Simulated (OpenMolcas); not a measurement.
## 5d⁵ along the 73-electron sequence

* Program: OpenMolcas
* Method: MS-CASPT2, IPEA 0.25 Eh, imaginary shift 0.1 Eh
* Basis: ANO-R2
* Scalar Hamiltonian: X2C, finite nucleus
* Spin-orbit coupling: RASSI with atomic mean-field integrals over the reference wave functions, term energies averaged over their components

Active space for each ion: 5 electrons in 5 orbitals (5d); closed shells correlated by CASPT2: 5s 5p.

Computed levels in cm-1 above ⁶S_5/2:

| Level | Re2+ | Os3+ | Ir4+ | Pt5+ | Au6+ |
| --- | --- | --- | --- | --- | --- |
| ⁴G_7/2 | 18870 | 21550 | 23880 | 25870 | 27840 |
| ⁴G_11/2 | 19730 | 22660 | 25290 | 27620 | 29940 |
| ⁴G_9/2 | 20200 | 23350 | 26230 | 28880 | 31530 |
| ⁴P_1/2 | 21230 | 24830 | 27950 | 30780 | 33580 |
| ⁴D_7/2 | 23200 | 27320 | 31110 | 34700 | 38330 |
| ⁴D_1/2 | 25910 | 30890 | 35550 | 40100 | 44800 |
| ²I_11/2 | 28730 | 33020 | 37090 | 40970 | 45090 |
| ²I_13/2 | 31040 | 35980 | 40710 | 45270 | 50050 |
| ²H_9/2 | 35710 | 41570 | 47010 | 52210 | 57510 |
| weight of ⁶S in the lowest level (%) | 91 | 88 | 85 | 82 | 77 |

Mixed levels, with the weight of the term that names them: Re2+ ⁴G_7/2 (71 %), Re2+ ⁴P_1/2 (60 %), Re2+ ⁴D_7/2 (74 %), Re2+ ⁴D_1/2 (63 %), Re2+ ²H_9/2 (51 %), Os3+ ⁴G_7/2 (68 %), Os3+ ⁴P_1/2 (60 %), Os3+ ⁴D_7/2 (71 %), Os3+ ⁴D_1/2 (64 %), Os3+ ²H_9/2 (51 %), Ir4+ ⁴G_7/2 (64 %), Ir4+ ⁴P_1/2 (59 %), Ir4+ ⁴D_7/2 (66 %), Ir4+ ⁴D_1/2 (65 %), Ir4+ ²I_11/2 (74 %), Ir4+ ²H_9/2 (51 %), Pt5+ ⁴G_7/2 (60 %), Pt5+ ⁴P_1/2 (59 %), Pt5+ ⁴D_7/2 (61 %), Pt5+ ⁴D_1/2 (66 %), Pt5+ ²I_11/2 (71 %), Pt5+ ²H_9/2 (51 %), Au6+ ⁴G_7/2 (56 %), Au6+ ⁴G_11/2 (72 %), Au6+ ⁴P_1/2 (59 %), Au6+ ⁴D_7/2 (54 %), Au6+ ⁴D_1/2 (67 %), Au6+ ²I_11/2 (69 %), Au6+ ²H_9/2 (51 %).

Measured, with the error of the calculation in %. Measured levels: Re2+ from the list in Brasseur, Gamrath and Quinet, At. Data Nucl. Data Tables 157, 101636 (2024).

| Level | Re2+ |
| --- | --- |
| ⁴G_7/2 | 16890 (+11.7) |
| ⁴G_11/2 | 18020 (+9.5) |
| ⁴G_9/2 | 18346 (+10.1) |
| ⁴D_7/2 | 20453 (+13.4) |
| ²I_11/2 | 26170 (+9.8) |
| ²I_13/2 | 28588 (+8.6) |

⁴G_7/2 changes by a factor of 1.48 over the same range, with steps per unit of Z of +2680, +2330, +1990, +1970 cm-1.

CASPT2 breaks the degeneracy within a term, and the mean is taken; among the terms shown or strongly mixed into the levels shown the widest spread is 670 cm-1 (5d⁵ ⁴F, Os3+). Blocks of more than 70 roots (2S+1 = 2 even) ran without multistate coupling. Configurations with an s electron lie low in 5d ions of this charge, fall among these levels and mix in, so low-spin terms can stand far too high, up to twice their true height, and weights are not those of the real levels (holds for Re2+). The CASPT2 spread within a term exceeds the gap to the next term for 5d⁵ ⁴F and 5d⁵ ²F(1), so the order of their levels is uncertain, and so are names and mixing where such terms share a J (holds for Re2+). Computed and measured levels are paired by configuration, term and J; levels that our copy of the source lacks, or whose pairing is in doubt (as where it misses far off the trend of its configuration), stay unpaired and out of the deviations. Levels of configurations outside the active space are missing.

A number in round brackets counts repeated terms of one configuration in the order of the reference energies.
